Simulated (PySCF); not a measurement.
I3Si, SMILES I[Si](I)I (connectivity only; charge and spin as stated), charge +1, multiplicity 1. Atoms are numbered in the order given.

```xyz
4

I     -2.3670     0.0000     0.0000
Si     0.0000     0.0000     0.0000
I      1.1835    -2.0499     0.0000
I      1.1835     2.0499     0.0000
```
Charge +1, spin multiplicity 1.

Geometry optimised at B3LYP-D3(BJ)/def2-SVP. The multiplicity is an assumed one; no other spin state was optimised. The isomer is the one that the SMILES or the coordinates give; other isomers of the formula were not compared. The def2 effective core potentials stand for the cores of I; spin–orbit coupling is left out.

Method: B3LYP-D3(BJ)/def2-SVP in PySCF.

Frequencies are harmonic and unscaled.

Modes within 1.5 cm⁻¹ of each other (mostly degenerate sets) share a row, with their intensities summed.

Computed normal modes with their intensities:
```json
[
 {"mode": "1–2", "ν (cm⁻¹)": "79", "IR (km/mol)": "1.3", "Raman (Å⁴/amu)": "10.2", "depolarisation": "0.75", "moving atoms (share of kinetic energy)": "I 95 %"},
 {"mode": "3", "ν (cm⁻¹)": "155", "IR (km/mol)": "1.6", "Raman (Å⁴/amu)": "0.0", "depolarisation": "–", "moving atoms (share of kinetic energy)": "Si 93 %"},
 {"mode": "4", "ν (cm⁻¹)": "182", "IR (km/mol)": "0.0", "Raman (Å⁴/amu)": "17.5", "depolarisation": "0.10", "moving atoms (share of kinetic energy)": "I 100 %"},
 {"mode": "5–6", "ν (cm⁻¹)": "488", "IR (km/mol)": "247.0", "Raman (Å⁴/amu)": "5.1", "depolarisation": "0.75", "moving atoms (share of kinetic energy)": "Si 88 %, I 12 %"}
]
```
